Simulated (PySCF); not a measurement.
# Dipole moment and polarisability of W(NH)2Br2

Compound: W(NH)2Br2 (singlet state).
Geometry (PBE0-D3(BJ)/def2-SVP, Å), atoms numbered from 1 in this order:
```
atom  x, y, z in Å
W1    -0.3398    0.0291   -0.3045
N2    -0.4730   -0.0969    1.4231
H3    -0.1310   -0.1883    2.3760
N4     1.3347   -0.0212   -0.7639
H5     2.3344   -0.0844   -0.5933
Br6   -1.2236    2.2041   -0.9598
Br7   -1.4098   -1.9445   -1.2461
```

Level: B3LYP/def2-SVPD (PySCF), static field, nuclei fixed, core orbitals frozen in the response. The polarisability tensor in these axes (au):

```
x    95.35   0.62   4.32
y     0.62 116.76   1.29
z     4.32   1.29  93.65
```

Problem. Give the principal values, the mean and the anisotropy Δα = √{½[(α1 − α2)² + (α2 − α3)² + (α1 − α3)²]}.

Solution. Principal values 90.08, 98.81 and 116.86 au; mean 101.92 au = 15.10 Å³ = 16.80 × 10⁻⁴⁰ C²·m²/J; Δα = 23.66 au (23 % of the mean).

Problem. What is the dipole moment, and where does it point?

Solution. (2.04, -0.23, 1.71) D, 2.67 D in size, pointing from the negative to the positive side. Measured along this direction, the outermost atoms are Br6 and Br7 at the negative end and H3 and H5 at the positive end.

Problem. Give the principal axes and the span of the nuclei along them.

Solution. Largest value along (0.04, 1.00, 0.06), where the nuclei span 4.16 Å; middle along (0.77, -0.07, 0.63), 3.17 Å; least along (-0.63, -0.02, 0.77), 3.86 Å. The strongest response lies along the longest span, while the other two are in reverse order.

Problem. What depolarisation ratio follows for Rayleigh scattering of linearly polarised light, taking the static tensor?

Solution. ρ = 3Δα²/(45ᾱ² + 4Δα²) = 1679.2/(467443 + 2238.9) = 0.00358.

Problem. Find the Langevin capture rate constant for NO+ (29.998 u) meeting this molecule (371.809 u), k = 2.342 × 10⁻⁹ cm³/s × √(α in Å³ / reduced mass in u).

Solution. The reduced mass is 27.76 u, so k = 1.73 × 10⁻⁹ cm³/s. The formula leaves out the permanent dipole, which adds to the capture rate.

Isolated species at its PBE0-D3(BJ)/def2-SVP geometry, gas phase. Atoms past krypton carry effective core potentials; spin–orbit coupling is left out. The calculation is non-relativistic apart from the core potentials, for bromine too.
